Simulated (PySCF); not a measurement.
# Which determinant of CdN lies lowest?

Unrestricted PBE0; Cd x2c-TZVPPall, N x2c-TZVPPall; spin-free X2C with a Gaussian nucleus (PySCF 2.14). Outer shells of the fragments: Cd 4d10 5s2; N 2s2 2p3.

Followed along the bond (rough minima from three points):

| 2Ms+1 | unpaired | ⟨S²⟩ at the start | R at minimum (Å) | Te (eV) |
| --- | --- | --- | --- | --- |
| 4 | σ ↑, π ↑↑ | 3.77 | 2.36 | 0.00 |
| 2 | σ ↓, π ↑↑ | 1.76 | 2.20 | 0.50 |
| 2 | σ ↑, π ↑↓ | 1.76 | 2.24 | 0.83 |
| 2 | π ↑ | 1.11 | 2.02 | 1.02 |

Solutions found at the starting distance of 2.055 Å, counted from the lowest of them; the search is not exhaustive and high or unbound solutions are not listed, so other states can lie among these:

```json
{"2Ms+1": "4", "unpaired": "σ ↑, π ↑↑", "term": "⁴Σ⁻", "E (eV)": "0.00", "⟨S²⟩": "3.77", "⟨Lz²⟩": "0.00", "μ (D)": "-1.24"}
{"2Ms+1": "2", "unpaired": "σ ↓, π ↑↑", "term": "mixed", "E (eV)": "0.40", "⟨S²⟩": "1.76", "⟨Lz²⟩": "0.00", "μ (D)": "-1.75"}
{"2Ms+1": "2", "unpaired": "σ ↑, π ↑↓", "term": "mixed", "E (eV)": "0.75", "⟨S²⟩": "1.76", "⟨Lz²⟩": "2.01", "μ (D)": "-1.56"}
{"2Ms+1": "2", "unpaired": "π ↑", "term": "mixed", "E (eV)": "0.84", "⟨S²⟩": "1.11", "⟨Lz²⟩": "1.01", "μ (D)": "-4.38"}
{"2Ms+1": "4", "unpaired": "σ ↑↑, π ↑", "term": "⁴Π", "E (eV)": "1.95", "⟨S²⟩": "3.76", "⟨Lz²⟩": "1.02", "μ (D)": "-3.17"}
{"2Ms+1": "2", "unpaired": "σ ↑", "term": "mixed", "E (eV)": "2.43", "⟨S²⟩": "0.76", "⟨Lz²⟩": "2.00", "μ (D)": "-1.74"}
{"2Ms+1": "4", "unpaired": "π ↑↑↑", "term": "⁴Π", "E (eV)": "3.59", "⟨S²⟩": "3.77", "⟨Lz²⟩": "1.00", "μ (D)": "-1.68"}
{"2Ms+1": "2", "unpaired": "π ↑", "term": "²Π", "E (eV)": "4.54", "⟨S²⟩": "0.75", "⟨Lz²⟩": "1.01", "μ (D)": "3.26"}
```

A term symbol is given only where ⟨S²⟩ and ⟨Lz²⟩ are close to those of a pure state; real π, δ and φ orbitals otherwise mix terms. A positive dipole means Cd(−)N(+).

Compare the gap between the two lowest followed solutions at the starting distance with the gap between their minima.

At PBE0 the second solution (Ms = 0.5 of mixed spin, unpaired electrons σ ↓, π ↑↑) lies +0.40 eV from the first (quartet, unpaired electrons σ ↑, π ↑↑) at 2.055 Å and +0.50 eV at the minima; the two curves relax by different amounts, since their minima lie near 2.20 and 2.36 Å.

Spin–orbit coupling is left out.
